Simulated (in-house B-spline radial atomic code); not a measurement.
# Hf III (Hf2+): [Xe] 4f14 5d1 6f1 (an excited or competing configuration)

Level of theory: Dirac-Hartree-Fock, average of configuration, Fermi nucleus of rms radius 5.347 fm; calculated with a radial B-spline atomic code at the basis-set limit.

Screening seen three ways: the hydrogenic charge with the same mean radius, Z_r = [3n² - l(l+1)]/(2<r>), the one with the same energy, Z_e = n√(-2ε), and Slater's rules. Values are occupation-weighted means over j. An effective charge above Z reflects the relativistic contraction of the inner shells.

| shell | electrons | ε (eV) | <r> (bohr) | Z_r | Z_e | Slater |
| --- | --- | --- | --- | --- | --- | --- |
| 1s | 2 | -65778 | 0.01899 | 79.00 | 69.53 | 71.70 |
| 2s | 2 | -11401 | 0.07972 | 75.27 | 57.90 | 67.85 |
| 2p | 6 | -10069 | 0.07133 | 70.10 | 54.41 | 67.85 |
| 3s | 2 | -2675.2 | 0.2077 | 65.01 | 42.07 | 60.75 |
| 3p | 6 | -2265.1 | 0.2073 | 60.29 | 38.71 | 60.75 |
| 3d | 10 | -1749.5 | 0.189 | 55.55 | 34.02 | 50.85 |
| 4s | 2 | -588.45 | 0.4687 | 51.20 | 26.31 | 44.25 |
| 4p | 6 | -450.31 | 0.4967 | 46.31 | 23.01 | 44.25 |
| 4d | 10 | -262.02 | 0.5366 | 39.13 | 17.55 | 32.85 |
| 5s | 2 | -103.83 | 1.15 | 32.61 | 13.81 | 14.35 |
| 5p | 6 | -67.301 | 1.33 | 27.44 | 11.12 | 14.35 |
| 4f | 14 | -54.894 | 0.659 | 27.31 | 8.03 | 21.45 |
| 5d | 1 | -28.934 | 1.954 | 17.66 | 7.29 | 4.00 |
| 6f | 1 | -4.9654 | 10.28 | 4.67 | 3.62 | 3.00 |

The least bound orbital is 6f7/2 at -4.965 eV, and it is also the most diffuse (<r> = 10.28 bohr).

Spin-orbit splittings of the orbital energies (j = l + 1/2 above j = l - 1/2 when positive): 2p 1194 eV, 3p 260.2 eV, 3d 56.16 eV, 4p 60.08 eV, 4d 11.23 eV, 5p 8.38 eV, 4f 1.945 eV, 5d 0.4995 eV, 6f 5.133e-06 eV.

For the 1s electron the small component carries 7.33 % of the norm, the zero-frequency Breit interaction raises the level by 222.1 eV, self-energy by 137.6 eV, and vacuum polarisation lowers it by 25.26 eV.
